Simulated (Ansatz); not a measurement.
CH$_{4}$FGaTe, SMILES `[CH3][Ga]([F])[TeH]` at its PBE0-D4/def2-TZVP geometry, where that method's forces vanish. Charge 0, multiplicity 1. Te: def2 effective core potential.

```xyz
8

C    -0.8210   -0.6878   -0.6828
Ga   -0.0246    0.3180    0.7869
F    -0.9671    0.4728    2.2699
Te    2.1805    1.4958    1.0165
H    -0.9809   -1.7201   -0.3653
H    -0.1807   -0.6765   -1.5640
H    -1.7909   -0.2531   -0.9317
H     2.5847    1.0509   -0.5295
```

(1) What forces (eV/Å) does ωB97M-V/def2-TZVPP give on these atoms in Ansatz 0.2.0? (Best estimate.)

Answers

(1) The calculation gave: 
```
C1   0.000  0.002  0.003
Ga2  0.126  0.031 -0.073
F3  -0.035  0.004  0.052
Te4 -0.085 -0.097 -0.132
H5   0.006  0.080 -0.039
H6  -0.061 -0.010  0.062
H7   0.076 -0.046  0.010
H8  -0.027  0.035  0.117
```
